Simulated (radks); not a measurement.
Values are calculated unless marked as measured or tabulated.
Q: All-electron atom: Mo13+ in [Ar] 3d(3/2: 4, 5/2: 5) 4s2 (not the ground configuration). Code: a radial shooting solver on a logarithmic mesh with Libxc functionals. Model: Dirac Kohn-Sham, BLYP, spin-unpolarised, spherical densities, finite nucleus; Fermi nuclear charge, rms radius 4.4091 fm. Some entries of the table are withheld. Estimate them.

orbital,occ.,eigenvalue (eV),<1/r> (bohr^-1),<r^2> (bohr^2)
1s1/2,2,(1),43.55,0.001668
2s1/2,2,(2),9.922,0.02773
2p1/2,2,-2881.964,9.899,0.02093
2p3/2,4,-2775.113,9.426,0.02229
3s1/2,2,-762.5189,3.451,0.2037
3p1/2,2,-677.8909,(3),0.1999
3p3/2,4,-659.5177,(4),0.2092
3d3/2,4,-511.0164,3.077,(5)
3d5/2,5,-507.4326,3.048,(6)
4s1/2,2,-299.5073,1.478,1.007

A: 
(1) 1s1/2 eigenvalue (eV): -20127.40
(2) 2s1/2 eigenvalue (eV): -3104.463
(3) 3p1/2 <1/r> (bohr^-1): 3.358
(4) 3p3/2 <1/r> (bohr^-1): 3.245
(5) 3d3/2 <r^2> (bohr^2): 0.1881
(6) 3d5/2 <r^2> (bohr^2): 0.1909
